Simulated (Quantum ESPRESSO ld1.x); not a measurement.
Rh27+, configuration [Ar]. All-electron calculation, scalar-relativistic Kohn-Sham, LDA (Slater exchange, Perdew-Wang correlation), spin-polarised, spherical densities, point nucleus. Program: ld1.x of Quantum ESPRESSO 7.5.

Unscreened Slater integrals over Kohn-Sham orbitals (cm^-1). They are taken over the spin-up orbitals.

\begin{tabular}{lr}
integral & value \\ \hline
F0(3p,3p) & 572290 \\
F2(3p,3p) & 288360 \\
F0(3p,3s) & 563660 \\
G1(3p,3s) & 366550 \\
F0(3p,2p) & 759490 \\
F2(3p,2p) & 188260 \\
G0(3p,2p) & 74887 \\
G2(3p,2p) & 82000 \\
F0(3p,2s) & 737460 \\
G1(3p,2s) & 59196 \\
F0(3s,3s) & 556760 \\
F0(3s,2p) & 730920 \\
G1(3s,2p) & 73435 \\
F0(3s,2s) & 715650 \\
G0(3s,2s) & 58591 \\
F0(2p,2p) & 1631200 \\
F2(2p,2p) & 774510 \\
F0(2p,2s) & 1495100 \\
G1(2p,2s) & 850320 \\
F0(2s,2s) & 1408900 \\
\end{tabular}
